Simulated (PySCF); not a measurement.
Excitations are Tamm–Dancoff values on a coarser integration grid. The basis has no diffuse functions, so Rydberg states are missing or too high.

Cartesian coordinates (Å):
SMILES: S[Si](O)(O)O
```xyz
9

O     -1.5982    -0.3168     0.5624
Si    -0.0883    -0.0392    -0.0093
O      0.0182     1.0615    -1.2111
O      0.4392    -1.4526    -0.6386
S      1.0319     0.7136     1.6231
H     -2.0248     0.3962     1.0423
H     -0.1236     0.7308    -2.1017
H      0.3258    -2.2424    -0.1061
H      2.0193     1.1831     0.8495
```
Charge 0, multiplicity 1.

### Question
Estimate the S1 oscillator strength, S1 excitation (TDA), HOMO–LUMO gap, LUMO and T1 excitation (TDA) that PBE-D3(BJ)/def2-TZVP // ωB97X-D3(BJ)/def2-TZVP run with PySCF returns for this input.

### Answer

The S1 oscillator strength is 0.014 and the S1 excitation (TDA) is 5.87 eV. The HOMO–LUMO gap comes out as 5.76 eV and the LUMO is -0.54 eV. The T1 excitation (TDA) is 5.55 eV.
